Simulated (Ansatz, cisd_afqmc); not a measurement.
Species: SnH₃, charge 0, doublet. SnH3 (SMILES [SnH3], doublet).
B3LYP-D3(BJ)/def2-TZVP minimum from Ansatz (a program for electronic structure):
```xyz
4

Sn    -0.0223     0.0222    -0.0102
H      0.2617    -1.1367    -1.2542
H     -0.6051    -0.7889     1.3947
H      1.4594     0.8166     0.3703
```
Charge 0, spin multiplicity 2.

Total energies in def2-SVP, 7 correlated electrons, 9 frozen orbitals. Open shells are spin-unrestricted; no spin-orbit coupling. Cores are frozen in correlated methods (noble-gas shells, and filled d and f shells in the p block). Past Kr the def2 sets carry scalar-relativistic core potentials. The Monte Carlo rows (phaseless AFQMC, CISD trial, step 0.005/hartree) carry one-sigma bars that omit the constraint's bias. Outlying blocks are dropped, and bars are widened where a walk drifts. Over all cases where full CI ran beside it in this data, AFQMC minus full CI had a median of +0.1 mEh and passed +0.4 mEh in a tenth of the cases. Spin-orbit terms, left out, reach several kcal/mol for Br and I, and more for heavier atoms.

The bar of a AFQMC/CISD walk is widened from 0.11 to 0.14 mEh, since its error had not levelled off in the blocking analysis.

```json
[
 {"method": "HF", "program": "Ansatz", "energy (Eh)": "-215.03850", "minus CCSDTQ (mEh)": "109.31"},
 {"method": "MP2", "program": "Ansatz", "energy (Eh)": "-215.12055", "minus CCSDTQ (mEh)": "27.26"},
 {"method": "CCSD", "program": "Ansatz", "energy (Eh)": "-215.14523", "minus CCSDTQ (mEh)": "2.58"},
 {"method": "CCSD(T)", "program": "Ansatz", "energy (Eh)": "-215.14715", "minus CCSDTQ (mEh)": "0.66"},
 {"method": "CCSDT(Q)", "program": "Ansatz", "energy (Eh)": "-215.14780", "minus CCSDTQ (mEh)": "0.01"},
 {"method": "CCSDTQ", "program": "Ansatz", "energy (Eh)": "-215.14781", "minus CCSDTQ (mEh)": "0.00"},
 {"method": "AFQMC/CISD", "program": "cisd_afqmc", "energy (Eh)": "-215.1478 ± 0.0002", "minus CCSDTQ (mEh)": "0.0 ± 0.2"}
]
```

Rough core times of Ansatz's runs on a shared machine: CCSD(T) under 20 s, CCSDT(Q) under 20 s, CCSDTQ 3 min.
